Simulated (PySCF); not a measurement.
Isomers of CH8AsGa. Method used: PBE0-D3(BJ)/def2-SVP geometry optimisation, gas phase in PySCF. One conformer each; no zero-point energy, no entropy. No frequencies were run at this level. Point groups hold within 0.08 Å.

Question: Rank from lowest to highest electronic energy at this level (kcal/mol).
A. `[CH3][GaH2-][AsH3+]`
B. `C[AsH2+][GaH3-]`

Answer: A (0.0), B (0.1).

Neighbours under 2.5 kcal/mol apart ([CH3][GaH2-][AsH3+] and C[AsH2+][GaH3-]) can change places with a better method, another conformer or zero-point energy.

| SMILES | E (Eh) | E rel (kcal/mol) | dipole (D) | point group | A, B, C (MHz) |
| --- | --- | --- | --- | --- | --- |
| [CH3][GaH2-][AsH3+] | -4202.49008 | 0.0 | 3.42 | Cs | 8285, 1511, 1331 |
| C[AsH2+][GaH3-] | -4202.48998 | 0.1 | 4.57 | – | 9990, 1516, 1372 |

Question: How do the relative energies change in single points at CAM-B3LYP/def2-SVPD (no added dispersion term) on the same geometries?

Answer: 
| SMILES | PBE0-D3(BJ)/def2-SVP (kcal/mol) | CAM-B3LYP/def2-SVPD (kcal/mol) | shift |
| --- | --- | --- | --- |
| [CH3][GaH2-][AsH3+] | 0.0 | 0.0 | 0.0 |
| C[AsH2+][GaH3-] | 0.1 | 0.9 | +0.8 |

Each column counts from its own lowest isomer. The order is unchanged; the largest shift is 0.8 kcal/mol.

Question: As an exercise, what shares would exp(−E/RT) give at 1000 K from these electronic energies alone (no entropy, no degeneracies)?

Answer: RT = 1.987 kcal/mol: [CH3][GaH2-][AsH3+] 50.9 %, C[AsH2+][GaH3-] 49.1 %.
